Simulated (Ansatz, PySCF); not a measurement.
Molecule: arsine, AsH₃, net charge 0, singlet state. 
Structure (B3LYP-D3(BJ)/def2-TZVP (Ansatz, a first-principles code) minimum search):
```
As
H 1 1.5252
H 1 1.5252 2 92.02
H 1 1.5252 2 92.02 3 -92.09
```

Property: atomisation energy (electronic, to ground-state atoms), in kcal/mol. Cores are frozen in the correlated levels unless marked. UHF or UKS for open shells. No spin-orbit coupling. Frozen are the shells of the preceding noble gas and the d and f shells that filled before the atom's block. Non-relativistic. The coupled-cluster limit lacks core correlation, which all-electron functionals hold. CBS(X,Y): correlation extrapolated as X^-3; Hartree-Fock from the larger set (for Q and 5 zeta extrapolated as (X+1)exp(-9√X)).

```csv
level,program,atomisation energy (kcal/mol)
HF-D3(BJ)/def2-TZVPD,PySCF + dftd3,159.1
B3LYP/def2-TZVPD,Ansatz,[?]
PBE0-D4/def2-TZVP,Ansatz + dftd4,215.7
r2SCAN0/def2-TZVPD,Ansatz,216.6
B2GP-PLYP-D3(BJ)/def2-TZVPD,Ansatz + dftd3,[?]
SCS-MP2/def2-SVP,Ansatz,197.9
SCS-MP2/def2-TZVPP,Ansatz,210.8
SCS-MP2/cc-pVQZ,Ansatz,215.1
CCSD/aug-cc-pVDZ,Ansatz,[?]
"CCSD(T)/CBS(cc-pVQZ,cc-pV5Z)",Ansatz,218.3
```

Question: What belongs in the gaps?

Answer: 
- B3LYP/def2-TZVPD, atomisation energy (kcal/mol): 223.1
- B2GP-PLYP-D3(BJ)/def2-TZVPD, atomisation energy (kcal/mol): 214.3
- CCSD/aug-cc-pVDZ, atomisation energy (kcal/mol): 201.5
